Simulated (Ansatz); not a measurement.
`[F][Ge]([F])([SH])[Cl]` + H₂Se → `[F][Ge]([F])([Cl])[SeH]` + H₂S at 700 K and 1 bar (ligand exchange at a Ge–S bond).

Computed with Ansatz on PBE0-D4/def2-TZVP structures; ΔE is electronic, products minus reactants. CCSD(T)/CBS adds triple-zeta CCSD(T) − MP2 to the extrapolated MP2 energy (def2 sets, frozen cores). This one scheme is used for every species. For Ge, Se outer-core shells are correlated without core-valence functions, which leaves a few kJ/mol of doubt a bond. Scalar relativity is left out up to krypton. Each species was taken in one conformer, which may not be the lowest.

| species | CCSD(T)/CBS energy (Eh) | H − E (kJ/mol) | S (J/(mol·K)) |
| --- | --- | --- | --- |
| `[F][Ge]([F])([SH])[Cl]` | -3133.99738 | 108.2 | 459.8 |
| H₂Se | -2401.89790 | 61.1 | 251.1 |
| `[F][Ge]([F])([Cl])[SeH]` | -5136.92697 | 106.2 | 474.6 |
| H₂S | -398.97279 | 64.8 | 236.9 |

H − E and S are ideal-gas, rigid-rotor, harmonic terms from PBE0-D4/def2-TZVP, for one conformer and one mirror image of each species. 1 Eh = 2625.50 kJ/mol, R = 8.31446 J/(mol·K).

By hand: ΔE, ΔH, ΔS and ΔG.

ΔE = (-5136.92697) + (-398.97279) − (-3133.99738) − (-2401.89790) = -0.00448 Eh = -11.8 kJ/mol. Δ(H − E) = 106.2 + 64.8 − 108.2 − 61.1 = 1.7, so ΔH = -10.1 kJ/mol. ΔS = 474.6 + 236.9 − 459.8 − 251.1 = 0.6 J/(mol·K). ΔG = -10.1 − 700 × (0.6)/1000 = -10.5 kJ/mol.

By hand: the equilibrium constant, and the temperature at which ΔG would vanish if ΔH and ΔS stayed fixed.

log₁₀ K = −ΔG/(RT ln 10) = 0.8. ΔH and −TΔS have one sign here, so there is no such temperature.

The number of gas molecules stays the same, so ΔS is small and ΔH decides. A doubt of 5 kJ/mol in ΔE shifts log₁₀ K by 0.4 here. Other conformers and mirror images would add mixing entropy, several J/(mol·K) or more a flexible species. These are equilibria of isolated gas molecules and say nothing of rates. Largest T1 diagnostic: 0.012 (customary marks: 0.02 for closed shells, 0.045 for open ones).

ΔS is within the doubt of such terms, so its sign, and with it that verdict, could turn.
